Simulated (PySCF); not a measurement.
CH₃F₃O₃Si.

```xyz
11

O     -1.4357     0.5971     1.3770
Si     0.0000     0.0000     0.8608
O      1.2350     0.9448     1.3770
O      0.2007    -1.5419     1.3770
C      0.0000     0.0000    -1.0612
F     -0.4099     1.1784    -1.5626
F      1.2255    -0.2342    -1.5626
F     -0.8156    -0.9442    -1.5626
H     -1.6586     1.5053     1.1529
H      2.1330     0.6838     1.1529
H     -0.4743    -2.1891     1.1529
```
Charge 0, spin multiplicity 1.

Coordinates come from a PBE0-D3(BJ)/def2-SVP optimisation. One conformer was computed; it need not be the lowest.

The numbers are results of PySCF with KT2/pcSseg-1, not measurements. Non-relativistic, no solvent.

Computed absolute GIAO shielding of each atom: isotropic value and principal components (ppm):
```
atom  σ(iso)    σ11    σ22    σ33   span
----  ------  -----  -----  -----  -----
O1     281.5  255.9  270.7  318.0   62.1
Si2    421.9  370.0  447.9  447.9   77.9
O3     281.5  255.9  270.7  318.0   62.1
O4     281.5  255.9  270.7  318.0   62.1
C5      52.6   51.7   53.0   53.0    1.3
F6     240.0  147.1  247.1  325.7  178.5
F7     240.0  147.1  247.1  325.7  178.5
F8     240.0  147.1  247.1  325.7  178.5
H9      29.0   21.4   23.7   42.0   20.6
H10     29.0   21.4   23.7   42.0   20.6
H11     29.0   21.4   23.7   42.0   20.6
```
